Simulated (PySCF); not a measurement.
Bromine: a sound run and one with changed settings

Sound run: Br²⁺ [Ar] 3d10 4s2 4p3, Br³⁺ [Ar] 3d10 4s2 4p2. All numbers are calculated (PySCF 2.14, the non-relativistic Hamiltonian (point nucleus), in def2-TZVP (6s5p4d1f, 48 functions)). In the sound run the correlated levels freeze [Ar] 3d10. The sound run starts from symmetry-adapted Hartree-Fock orbitals and uses a fine grid where one is needed.

Changed run: initial guess minao, at most 50 SCF cycles, level shift 2.0 hartree.

| species | method | sound run (hartree) | changed run (hartree) | converged |
| --- | --- | --- | --- | --- |
| Br²⁺ | UHF | -2571.25806 | -2571.25806 | yes |
| Br²⁺ | BP86 | -2573.14858 | -2573.14858 | yes |
| Br²⁺ | B3LYP | -2572.90895 | -2572.90895 | yes |
| Br²⁺ | MP2 | -2571.33760 | -2571.29161 | yes |
| Br²⁺ | CCSD(T) | -2571.35531 | -2571.35531 | yes |
| Br³⁺ | UHF | -2569.98683 | -2569.98683 | yes |
| Br³⁺ | BP86 | -2571.85629 | -2571.85629 | yes |
| Br³⁺ | B3LYP | -2571.61926 | -2571.61926 | yes |
| Br³⁺ | MP2 | -2570.04713 | -2570.01214 | yes |
| Br³⁺ | CCSD(T) | -2570.06542 | -2570.06542 | yes |

Ionisation energy of Br²⁺:

```json
{"method": "UHF", "sound run (eV)": "34.592", "changed run (eV)": "34.592"}
{"method": "BP86", "sound run (eV)": "35.165", "changed run (eV)": "35.165"}
{"method": "B3LYP", "sound run (eV)": "35.094", "changed run (eV)": "35.094"}
{"method": "MP2", "sound run (eV)": "35.115", "changed run (eV)": "34.816"}
{"method": "SCS-MP2", "sound run (eV)": "34.960", "changed run (eV)": "34.750"}
{"method": "CCSD", "sound run (eV)": "35.073", "changed run (eV)": "35.073"}
{"method": "CCSD(T)", "sound run (eV)": "35.100", "changed run (eV)": "35.100"}
```

A level shift leaves the converged SCF energy unchanged but raises the virtual orbital energies, which shrinks MP2 if it is not removed.

For comparison, NIST gives 34.871 ± 0.019 eV between the lowest levels.
